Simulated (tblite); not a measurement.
Compound: C₅H₉ClF₂Si.
Atom-mapped SMILES: `[CH3:1]/[C:2]([SiH3:3])=[C:4](\[Cl:5])[CH2:6][CH:7]([F:8])[F:9]` (hydrogens: H10, H11, H12 on C1; H13, H14, H15 on Si3; H16, H17 on C6; H18 on C7)

Structure optimised with GFN2-xTB, isolated species.

Problem. List the bond lengths, angles and torsions at this level.

Solution. 
| bond | length (Å) |
| --- | --- |
| C1–C2 | 1.497 |
| C2–Si3 | 1.901 |
| C2=C4 | 1.326 |
| C4–Cl5 | 1.757 |
| C4–C6 | 1.498 |
| C6–C7 | 1.524 |
| C7–F8, C7–F9 | 1.356 |
| C1–H10, C1–H11, C1–H12 | 1.088 |
| Si3–H13, Si3–H14, Si3–H15 | 1.463 |
| C6–H16, C6–H17 | 1.091 |
| C7–H18 | 1.100 |

Bonds in one row agree within 0.01 Å and their mean is given. A selection of angles:
| angle | degrees |
| --- | --- |
| C1–C2–Si3 | 115.5 |
| C1–C2–C4 | 122.7 |
| Si3–C2–C4 | 121.7 |
| C2–C4–Cl5 | 122.3 |
| C2–C4–C6 | 126.5 |
| Cl5–C4–C6 | 111.2 |
| C4–C6–C7 | 110.6 |
| C6–C7–F8 | 110.8 |
| F8–C7–F9 | 106.0 |

Dihedral angles: C1–C2–C4–Cl5 1° (synperiplanar); C2–C4–C6–C7 -104° (anticlinal); C4–C6–C7–F8 65° (synclinal). The mirror-image conformer, all signs reversed, is as good.

The C–C distances run from 1.326 Å (C2=C4, drawn double) to 1.524 Å (C6–C7, drawn single), a spread of 0.198 Å. Of the pairs four or more bonds apart, Si3···H17 is among the closest relative to their van der Waals radii: 2.71 Å, 82 % of the sum of Bondi's values. Si3 (SiH3 silicon) is tetrahedral (angles from 106.9° to 111.2°).

Point group: C1 (no symmetry element, even within 0.4 Å). Its GFN2-xTB frequencies are all real (lowest 49 cm⁻¹). The numbers are those of one conformer. 3 starts were optimised and ended at 0.00, 0.00 and 2.30 kcal/mol (GFN2-xTB); the lowest of these is shown.

Hardware: one thread of an Arm Neoverse V2 (shared host). Cost: 0.95 s. This is the geometry optimisation.

All values are computed, not measured.
